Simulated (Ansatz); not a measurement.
`O[C]1=[N][GeH2]1`. The species carries charge 0 and has multiplicity 1. All single points use the PBE0-D4/def2-TZVP geometry. It is one conformer, not always the lowest.

```xyz
7

O    -1.160    0.211   -1.541
C    -0.478    0.127   -0.409
N    -0.747    0.451    0.783
Ge    1.021   -0.321    0.598
H    -2.022    0.609   -1.332
H     1.196   -1.727    1.161
H     2.190    0.648    0.739
```

Task: What is the dipole moment at B3LYP/def2-TZVPP? (Estimate.)

Result: The calculation gave: 1.13 D, with components (0.91, -0.46, -0.47) D in this frame, pointing from negative to positive charge.

Task: And with PBE, r2SCAN, ωB97M-V? (Best estimate.)

Result: The calculation gave: PBE 0.95 D, r2SCAN 0.96 D, ωB97M-V 1.22 D.

Task: Give the Mulliken charges with B3LYP, r2SCAN, ωB97M-V in def2-TZVPP. (Best estimate.)

Result: Ansatz gave: 
```json
{"atom": "O1", "B3LYP": "-0.25", "r2SCAN": "-0.28", "ωB97M-V": "-0.25"}
{"atom": "C2", "B3LYP": "0.17", "r2SCAN": "0.22", "ωB97M-V": "0.16"}
{"atom": "N3", "B3LYP": "-0.29", "r2SCAN": "-0.33", "ωB97M-V": "-0.30"}
{"atom": "Ge4", "B3LYP": "0.14", "r2SCAN": "0.16", "ωB97M-V": "0.12"}
{"atom": "H5", "B3LYP": "0.19", "r2SCAN": "0.21", "ωB97M-V": "0.19"}
{"atom": "H6", "B3LYP": "0.02", "r2SCAN": "0.01", "ωB97M-V": "0.04"}
{"atom": "H7", "B3LYP": "0.02", "r2SCAN": "0.01", "ωB97M-V": "0.04"}
```

B3LYP here is the variant with VWN-RPA as its local correlation; programs differ in this.
